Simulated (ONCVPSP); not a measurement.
# Cutoff test, Re (Z = 75), ONCV

ONCVPSP 4.0.1 input, shortened (lines: element, Z, core and valence counts, functional; n l f; lmax; l rc ep ncon nbas qcut; lloc lpopt rc5 dvloc0; l nproj debl; icmod fcfact rcfact), PBE, scalar-relativistic:

```
  Re 75.00   10    4        4      upf
    1    0    2.00
    2    0    2.00
    2    1    6.00
    3    0    2.00
    3    1    6.00
    3    2   10.00
    4    0    2.00
    4    1    6.00
    4    2   10.00
    4    3   14.00
    5    0    2.00
    5    1    6.00
    5    2    5.00
    6    0    2.00
    2
    0    1.70    0.00    4    8    6.90
    1    1.75    0.00    3    8    9.30
    2    2.60    0.00    4    8    6.40
    4    5    1.40   -1.00
    0    2    3.60
    1    2    2.90
    2    2    2.00
    0    0.00    0.00
```

Q: For each optimised wave give the share of its norm inside rc, the residual kinetic energy above qcut (Ha) and the cutoffs (Ha) for errors of 10, 1, 0.1 and 0.01 mHa per electron.

A:

| wave | norm inside rc | residual KE | 10 mHa | 1 mHa | 0.1 mHa | 0.01 mHa |
| --- | --- | --- | --- | --- | --- | --- |
| 5s | 0.960 | 1.3e-05 | 13.5 | 18.0 | 21.3 | 25.9 |
| 6s | 0.071 | 1.7e-05 | 10.8 | 17.1 | 21.2 | 27.6 |
| 5p | 0.896 | 2.4e-08 | 15.2 | 24.4 | 30.0 | 34.5 |
| p projector 2 | 0.073 | 2.0e-08 | 8.8 | 22.5 | 29.2 | 34.2 |
| 5d | 0.816 | 6.2e-08 | 10.2 | 13.0 | 15.4 | 17.2 |
| d projector 2 | 0.276 | 1.3e-06 | 11.4 | 14.2 | 16.6 | 18.9 |

The occupied waves need 24 Ha and 30 Ha for 1 and 0.1 mHa.
